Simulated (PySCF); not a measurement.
PySCF input (M06-2X/6-31G* with LANL2DZ past Ar (5d)):

```python
from pyscf import gto, dft

mol = gto.M(
    atom='''
    Pb    0.02234000    0.02121000    0.02109400
    H     0.64612200   -1.25899200   -1.22459100
    H    -1.22547300    0.71061000   -1.22286800
    H    -1.25255400   -1.19085500    0.71772500
    ''',
    basis={'default': '6-31g*', 'Pb': 'lanl2dz'},
    ecp={'Pb': 'lanl2dz'},
    charge=-1,
    spin=0,
    verbose=4,
)

mf = dft.RKS(mol, xc='m062x')
mf.grids.level = 4
mf.conv_tol = 1e-9
mf.max_cycle = 100
mf.max_memory = 1500
mf.kernel()
if not mf.converged:
    mf = mf.newton()
    mf.kernel(mf.make_rdm1())
mf.dip_moment()
```

From the output:

```
level_shift factor = 0
DIIS = <class 'pyscf.scf.diis.CDIIS'>
diis_start_cycle = 1
diis_space = 8
diis_damp = 0
SCF conv_tol = 1e-09
SCF conv_tol_grad = None
SCF max_cycles = 100
direct_scf = True
direct_scf_tol = 1e-13
XC library pyscf.dft.libxc version 7.1.2
    S. Lehtola, C. Steigemann, M. J. T. Oliveira, and M. A. L. Marques,  SoftwareX 7, 1–5 (2018)
XC functionals = m062x
    Y. Zhao and D. G. Truhlar,  Theor. Chem. Acc. 120, 215 (2008)
    Y. Zhao and D. G. Truhlar,  Theor. Chem. Acc. 120, 215 (2008)
radial grids:
    Treutler-Ahlrichs [JCP 102, 346 (1995); DOI:10.1063/1.469408] (M4) radial grids

becke partition: Becke, JCP 88, 2547 (1988); DOI:10.1063/1.454033
pruning grids: <function nwchem_prune>
grids dens level: 4
symmetrized grids: False
atomic radii adjust function: <function treutler_atomic_radii_adjust>
small_rho_cutoff = 0
Set gradient conv threshold to 3.16228e-05
Initial guess from minao.
tot grids = 80464
init E= -2.14507284920206
  HOMO = -0.137989837210009  LUMO = 0.0732814390478436  gap/eV = 5.74898
cycle= 1 E= -5.18646412152731  delta_E= -3.04  |g|=  0.2  |ddm|= 2.67
  HOMO = -0.0479402506715315  LUMO = 0.238390144834537  gap/eV = 7.79145
cycle= 2 E= -5.20586688713924  delta_E= -0.0194  |g|= 0.0805  |ddm|= 0.566
  HOMO = -0.0402749288952714  LUMO = 0.241945859811952  gap/eV = 7.67962
cycle= 3 E= -5.20963810080169  delta_E= -0.00377  |g|= 0.00657  |ddm|= 0.144
  HOMO = -0.0434059095598605  LUMO = 0.240086127764041  gap/eV = 7.71421
cycle= 4 E= -5.20967956590584  delta_E= -4.15e-05  |g|= 0.000927  |ddm|= 0.0253
  HOMO = -0.0429963403263399  LUMO = 0.24030923697407  gap/eV = 7.70914
cycle= 5 E= -5.20968085288337  delta_E= -1.29e-06  |g|= 0.000133  |ddm|= 0.00652
  HOMO = -0.0430619036804794  LUMO = 0.240245377658095  gap/eV = 7.70918
cycle= 6 E= -5.20968087714671  delta_E= -2.43e-08  |g|= 1.03e-05  |ddm|= 0.000835
  HOMO = -0.0430580068537598  LUMO = 0.240248614727851  gap/eV = 7.70917
cycle= 7 E= -5.20968087725898  delta_E= -1.12e-10  |g|= 5.14e-07  |ddm|= 4.72e-05
  HOMO = -0.0430581689467623  LUMO = 0.240248464185921  gap/eV = 7.70917
Extra cycle  E= -5.20968087725919  delta_E= -2.17e-13  |g|= 1.91e-07  |ddm|= 1.88e-06
converged SCF energy = -5.20968087725919

WARN: System has nonzero charge -1; the dipole moment is origin-dependent.
Location of origin: [0. 0. 0.]

Dipole moment(X, Y, Z, Debye):  1.58113,  1.50123,  1.49300
```

The dipole moment of an ion depends on the origin.

The geometry given is a B3LYP-D3(BJ)/def2-TZVP minimum.
